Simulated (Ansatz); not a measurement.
# A barrier at the coupled-cluster level

Start structure (BSiH₇O₂, closed shell), relaxed at PBE0-D4/def2-TZVP:

```xyz
11
angstrom
B 0.1802 1.1473 -1.3121
O 1.4599 1.5846 -1.1811
H 0.0284 0.1056 -1.8828
H -0.7434 1.8400 -0.9868
H 1.1616 -0.2170 0.7304
O 0.2228 -0.0809 0.8759
Si -0.7330 -1.4178 1.0791
H 1.5154 2.4435 -0.7557
H -0.3795 -2.1347 2.3337
H -0.5927 -2.3628 -0.0595
H -2.1197 -0.9079 1.1587
```

The step: SiH₄O ([OH][SiH3]) + BH₃O ([BH2][OH]) → BSiH₅O ([BH2][O][SiH3]) + H₂O (still joined by a long B–O bond); bonds formed: B1–O6, O2–H5; bonds broken: H5–O6; bonds weakened to dative contacts: B1–O2. Ansatz 0.2.0; basis: def2-TZVPP and def2-QZVPP; cores frozen in the correlated methods. Extrapolation: Hartree–Fock as exp(−7.88 √X), correlation as X^−2.97. Energies below are by CCSD(T) at an estimated basis limit (MP2 extrapolated from triple and quadruple zeta, plus CCSD(T) − MP2 in triple zeta).

Task: What are the electronic barrier and the energy of the step, from the start structure to the end structure? (An estimate is asked for; the value comes from the calculation.)

Result: By the calculation: Barrier 14.96 kcal/mol; step energy -0.48 kcal/mol (downhill); reverse barrier, their difference, 15.43 kcal/mol. Barrier and step energy count from the start structure, the reverse barrier from the end structure.

The saddle point: One imaginary mode of 1199i cm⁻¹.
```
 pair  start (Å)  saddle (Å)  end (Å)
B1–O6       2.51        1.58     1.41
O2–H5       2.64        1.25     0.97
B1–O2       1.36        1.54     1.77
H5–O6       0.96        1.19     2.27
```

Zero-point energy (harmonic, PBE0-D4): ZPE is 47.55 kcal/mol at the start and 46.53 kcal/mol at the saddle, so the barrier goes from 14.96 to 13.94 kcal/mol.

T1 diagnostic: at most 0.013.

Labels in which every atom is bracketed show which atoms are joined, not bond orders.

For scale, one of the runs: CCSD(T)/def2-TZVPP, 233 basis functions, launched by `ansatz run in.yaml --threads 4 --pin off --events-out ev --progress --plain --max-ram 9574MiB`. Hardware: 4 CPU threads of an Intel Xeon Platinum 8488C, shared host. Wall time 55 s; peak host memory 4.2 GiB.
